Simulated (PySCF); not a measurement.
A compound of formula C22H16B2 has these computed shifts in ppm, with the number of atoms in brackets (GIAO KT3/pcSseg-1, gas phase, PySCF SCF with an in-house response code, fitting set def2-universal-JFIT, grid level 2, non-relativistic, on the GFN2-xTB geometry; 11B against isolated BF3·OEt2; 13C, 1H against isolated TMS).

1H: 8.31 (1), 8.06 (1), 7.76 (1), 7.62 (1), 7.56 (1), 7.46 (1), 7.45 (1), 7.30 (1), 7.28 (1), 7.16 (1), 7.11 (1), 7.11 (1), 6.94 (1), 6.92 (1), 6.16 (1), 5.96 (1)
13C: 154.6 (1), 149.1 (1), 143.9 (1), 143.6 (1), 141.3 (1), 140.3 (1), 138.8 (1), 138.2 (1), 137.2 (1), 136.5 (1), 135.2 (1), 134.7 (1), 132.1 (1), 130.1 (1), 129.5 (1), 128.3 (1), 127.4 (1), 126.9 (1), 125.7 (1), 118.7 (1), 117.6 (1), 108.1 (1)
11B: 47.8 (1), 41.3 (1)

Question: Which structure gave them?

Answer: B1C=Cc2ccc3cc4cccccc4c3c3c2C(=C1)C=CBC=3. Other isomers were not compared.
